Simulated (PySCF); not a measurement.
C2F3O, SMILES O=[C]C(F)(F)F, multiplicity 2. Atoms are numbered in the order given.

```xyz
6

O     -0.0028     2.0741     0.0000
C      0.6242     1.0791     0.0000
C      0.0198    -0.3529     0.0000
F     -1.3131    -0.3373     0.0000
F      0.4431    -0.9953     1.0864
F      0.4431    -0.9953    -1.0864
```
Charge 0, spin multiplicity 2.

Geometry: r2SCAN-D4/def2-SVP. The isomer is the one that the SMILES or the coordinates give; other isomers of the formula were not compared.

Calculation: TDA-PBE/def2-SVPD in PySCF 2.14.0.

Vertical excitations. The molecule is in vacuum.

```tsv
state	energy (eV)	λ (nm)	f	main pairs
root 1	2.32	535	0.001	α HOMO→LUMO 100 %
root 2	5.84	212	0.020	α HOMO→LUMO+1 6 %, β HOMO→LUMO 83 %
root 3	6.07	204	0.003	α HOMO→LUMO+1 93 %
root 4	6.24	199	0.000	β HOMO−1→LUMO 99 %
root 5	6.41	194	0.001	α HOMO−2→LUMO 23 %, β HOMO→LUMO+1 41 %, β HOMO−3→LUMO 25 %
root 6	6.66	186	0.010	α HOMO→LUMO+2 9 %, α HOMO−3→LUMO 7 %, β HOMO−2→LUMO 78 %
root 7	6.72	184	0.000	α HOMO−2→LUMO 8 %, β HOMO−3→LUMO 72 %, β HOMO→LUMO+1 18 %
root 8	6.80	182	0.002	α HOMO→LUMO+2 69 %
root 9	6.89	180	0.008	α HOMO→LUMO+2 22 %, α HOMO−3→LUMO 12 %, α HOMO−6→LUMO 9 %, β HOMO−3→LUMO+1 16 %, β HOMO−2→LUMO 15 %, β HOMO−4→LUMO 13 %, β HOMO−5→LUMO+1 8 %
root 10	7.02	177	0.000	α HOMO−1→LUMO 96 %
```
Unrestricted roots are not spin-pure.
